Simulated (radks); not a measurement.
Q: Excited configurations of Sb8+: one electron is placed in a higher orbital outside [Kr] 4d6. The ground configuration is [Kr] 4d7. Method: scalar-relativistic Kohn-Sham, PBE, spin-polarised, spherical densities, point nucleus; open shells are filled with parallel spins first (spin-orbit coupling, left out, can overturn this in heavy ions); computed with a radial shooting solver on a logarithmic mesh with Libxc functionals. Excitation = E - E(ground); binding = E(ion) - E, where the ion is the core of charge +9; n* = 9/sqrt(2 binding) in atomic units. These energies are relativistic, and a one-electron ion of charge +9 with no core already has n* below n in this formula (scalar-relativistic equation, point nucleus: 5p 4.999, 5d 4.999, 5f 5.000, 6p 5.999, 6d 5.999, 6f 6.000, 7p 6.999, 7d 6.999). The quantum defect is therefore taken as that value minus n*, so that it holds no relativistic shift of the bare ion.

outer orbital  excitation (eV)  binding (eV)     n*  quantum defect  eigenvalue (eV)  <r> (bohr)
5p                      60.953        102.18  3.284           1.715          -96.239       1.770
5d                      83.697        79.439  3.725           1.275          -74.474       2.068
5f                      106.75        56.388  4.421           0.579          -52.756       2.614
6p                      103.44        59.694  4.297           1.702          -56.806       3.057
6d                      113.77        49.368  4.725           1.275          -46.803       3.493
6f                      125.05        38.084  5.379           0.620          -35.914       4.220
7d                      129.40        33.734  5.716           1.284          -32.144       5.232

Estimate the row for 7p.

A: excitation (eV) 123.77; binding (eV) 39.367; n* 5.291; quantum defect 1.708; eigenvalue (eV) -37.567; <r> (bohr) 4.653. The Delta-SCF ionisation energy is 163.14 eV (NIST Atomic Spectra Database: 162 eV, theoretical). Self-interaction in the functional shifts the binding energies and quantum defects, so they are the method's values and not measured ones. Open shells are spherical and high-spin; term and fine-structure splittings are not resolved. Spin-orbit splitting is averaged out at the scalar-relativistic level.
